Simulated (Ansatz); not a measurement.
FH7O3Si3, SMILES `O[Si](F)(O[SiH3])O[SiH3]`. The species carries charge 0 and has multiplicity 1. The geometry is a stationary point of PBE0-D4/def2-TZVP. It is one conformer, not always the lowest.

```xyz
14

O     2.180    0.450   -0.357
Si    0.777    0.524    0.449
F     0.823    1.716    1.492
O    -0.392    0.801   -0.615
Si   -0.772    1.339   -2.119
O     0.490   -0.821    1.284
Si   -0.611   -1.943    1.750
H     2.991    0.296    0.129
H    -0.105    2.638   -2.382
H    -0.341    0.344   -3.131
H    -2.244    1.506   -2.175
H    -1.462   -2.331    0.596
H    -1.464   -1.395    2.834
H     0.132   -3.125    2.247
```

(1) What is the dipole moment at r2SCAN/def2-TZVPP? (Best estimate.)

(2) And with PBE, B3LYP, ωB97M-V? (An estimate is asked.)

(3) Give the Mulliken charges with r2SCAN, PBE, ωB97M-V in def2-TZVPP. (Best estimate.)

Results:

(1) Ansatz gave: 1.18 D, with components (0.65, -0.98, -0.16) D in this frame, pointing from negative to positive charge.

(2) The calculation gave: PBE 1.16 D, B3LYP 1.19 D, ωB97M-V 1.19 D.

(3) Computed: 
```
atom  r2SCAN    PBE  ωB97M-V
  O1   -0.39  -0.33    -0.36
 Si2    0.82   0.62     0.78
  F3   -0.31  -0.27    -0.30
  O4   -0.40  -0.29    -0.37
 Si5    0.44   0.34     0.30
  O6   -0.38  -0.27    -0.36
 Si7    0.44   0.34     0.30
  H8    0.21   0.19     0.18
  H9   -0.07  -0.05    -0.02
 H10   -0.07  -0.06    -0.03
 H11   -0.07  -0.05    -0.03
 H12   -0.07  -0.06    -0.03
 H13   -0.07  -0.05    -0.03
 H14   -0.07  -0.06    -0.03
```

B3LYP here is the variant with VWN-RPA as its local correlation; programs differ in this.
